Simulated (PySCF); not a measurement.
## Computed vibrations of [Eu(H2O)3]3+

[Eu(H2O)3]3+ (singlet in the valence; each metal's 4f electrons, 6 of them, lie in its core potential, out of spins and levels). PySCF 2.14.0, RKS PBE, Eu lcecp-1-SVP with ECP52, O def2-SVP, H def2-SVP; non-relativistic Hamiltonian with scalar-relativistic core potentials where named; density fitting; no spin-orbit coupling. Central differences of gradients.

```xyz
10

Eu    0.0000    0.0000    0.0000
O     2.3109    0.0000    0.0000
H     2.9360    0.0000    0.7784
H     2.9360    0.0000   -0.7784
O    -1.1554    2.0013    0.0000
H    -1.4680    2.5426    0.7784
H    -1.4680    2.5426   -0.7784
O    -1.1555   -2.0013    0.0000
H    -1.4680   -2.5426    0.7784
H    -1.4680   -2.5426   -0.7784
```

Run from Python with OMP_NUM_THREADS=2. Where DIIS fails, smearing, a level shift and second-order steps follow.
It took 38 s on 2 threads of Arm Neoverse V2 (shared host).

**Question.** What are the harmonic wavenumbers and infrared intensities?

**Answer.** Modes are labelled in D3h; negative numbers are unstable modes, those under 60 cm⁻¹ near the noise; a finer grid moves soft modes by up to 10 cm⁻¹.
| cm⁻¹ | km/mol | symmetry |
| --- | --- | --- |
| -219 | – | a1'' |
| -206 | – | e'' |
| -206 | – | e'' |
| -58 | – | a2'' |
| 51 | 5.5 | e' |
| 51 | 5.5 | e' |
| 388 | 0.0 | a1' |
| 395 | 26.5 | e' |
| 395 | 26.5 | e' |
| 599 | 0.0 | e'' |
| 599 | 0.0 | e'' |
| 608 | 0.0 | a2' |
| 615 | 261.0 | a2'' |
| 636 | 545.9 | e' |
| 636 | 545.9 | e' |
| 1623 | 185.5 | e' |
| 1623 | 185.5 | e' |
| 1626 | 0.0 | a1' |
| 3437 | 858.9 | e' |
| 3437 | 858.9 | e' |
| 3457 | 0.0 | a1' |
| 3471 | 0.0 | e'' |
| 3471 | 0.0 | e'' |
| 3473 | 1190.6 | a2'' |

**Question.** Is this a minimum?

**Answer.** No: 4 unstable; the lowest moves the atoms so:
```
Eu   0.00  0.00  0.00
O    0.00  0.00  0.00
H    0.00 -0.41  0.00
H    0.00  0.41  0.00
O    0.00  0.00  0.00
H    0.35  0.20  0.00
H   -0.35 -0.20  0.00
O    0.00  0.00  0.00
H   -0.35  0.20  0.00
H    0.35 -0.20  0.00
```

An lcecp potential fixes the number of 4f electrons, so in runs with it no electron can move into or out of that shell.
